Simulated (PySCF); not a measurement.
# C2H15NSi4

The system: C2H15NSi4, a molecule; neutral, singlet. The structure, one conformer, was relaxed in the gas phase by PBE0-D3(BJ)/def2-SVP. No frequency run checks that it is a minimum.

SMILES: CN(C)[Si]([SiH3])([SiH3])[SiH3]

Coordinates in Å:
```
Si1    -0.175   -2.587   -0.282
Si2    -0.374   -0.288    0.150
Si3    -1.052   -0.041    2.384
Si4    -2.142    0.519   -1.194
N5      1.158    0.518   -0.114
C6      1.381    1.845    0.405
C7      1.958    0.210   -1.273
H8     -1.462   -3.247    0.106
H9      0.072   -2.862   -1.733
H10     0.941   -3.190    0.513
H11    -2.268   -0.886    2.602
H12    -1.407    1.378    2.704
H13     0.025   -0.484    3.324
H14    -1.858    0.313   -2.650
H15    -2.357    1.985   -0.968
H16    -3.416   -0.195   -0.860
H17     1.084    2.648   -0.302
H18     0.816    2.003    1.337
H19     2.450    1.994    0.641
H20     1.724    0.848   -2.150
H21     3.032    0.343   -1.048
H22     1.817   -0.838   -1.581
```

Shieldings: GIAO PBE0/pcSseg-1. Shifts are against computed references at the same level: C TMS (σ 184.4 ppm), H TMS (σ 31.27 ppm), Si TMS (σ 352.0 ppm). Core levels by delta-SCF with SCAN, pcX-2 on the ionised atom and pcseg-1 elsewhere, spin-free X2C (2p3/2 is the spin-free 2p value less a third of a first-order spin-orbit splitting); from the vacuum level, for chosen atoms.

Problem. Give the NMR and core-level values of the distinct atoms.

Solution. 
```tsv
atoms	bonded to	σ (ppm)	δ (ppm)	core level (eV)
Si1	1 Si + 3 H	455.7	-103.7	2p3/2 106.23
Si2	1 N + 3 Si	388.0	-36.1	2p3/2 105.92
Si3	1 Si + 3 H	455.7	-103.7	2p3/2 106.22
Si4	1 Si + 3 H	469.2	-117.2	2p3/2 105.97
N5	2 C + 1 Si	264.8	-	1s 404.09
C6	1 N + 3 H	141.6	42.8	-
C7	1 N + 3 H	141.5	42.9	-
H8 H9 H10	1 Si	27.56	3.71	-
H11 H12 H13	1 Si	27.57	3.70	-
H14 H15 H16	1 Si	27.79	3.48	-
H17 H18 H19	1 C	28.86	2.41	-
H20 H21 H22	1 C	28.86	2.41	-
```

Values are those of this one static structure, with the three H of a rotating XH3 group averaged; atoms that internal rotation interchanges would show their mean in an NMR spectrum.

Problem. Which of Si1, Si2, Si3, Si4 holds its core electrons tightest, and by how much against the loosest?

Solution. Si1 (bonded to 1 Si + 3 H), by 0.30 eV over Si2 (bonded to 1 N + 3 Si).

Problem. By CAM-B3LYP/def2-SVPD (TDDFT singlets, Tamm-Dancoff triplets, ionisation by delta-SCF), where does absorption start, and what does vertical ionisation take?

Solution. The lowest singlet lies at 4.88 eV (f 0.010), the strongest of the first 6 at 6.36 eV (f 0.155), the lowest triplet at 4.53 eV; vertical ionisation takes 7.92 eV.
